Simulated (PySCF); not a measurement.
A structure optimised at PBE0-D3(BJ)/def2-SVP, used in a PySCF frequency run:

```
O
C 1 1.3275
O 2 1.2014 1 123.29
H 2 1.1090 3 124.71 1 -180.00
Si 1 1.7122 2 115.71 4 180.00
F 5 1.6136 1 102.68 2 180.00
H 5 1.4782 6 108.50 1 116.60
H 5 1.4782 7 115.98 6 -122.36
```
Charge 0, spin multiplicity 1.

**Question.** Write its SMILES, formula and point group.

**Answer.** O=CO[SiH2]F, CH3FO2Si, Cs

**Question.** What are its rotational constants (standard atomic weights)?

**Answer.** 13.829, 2.3456, 2.0572 GHz
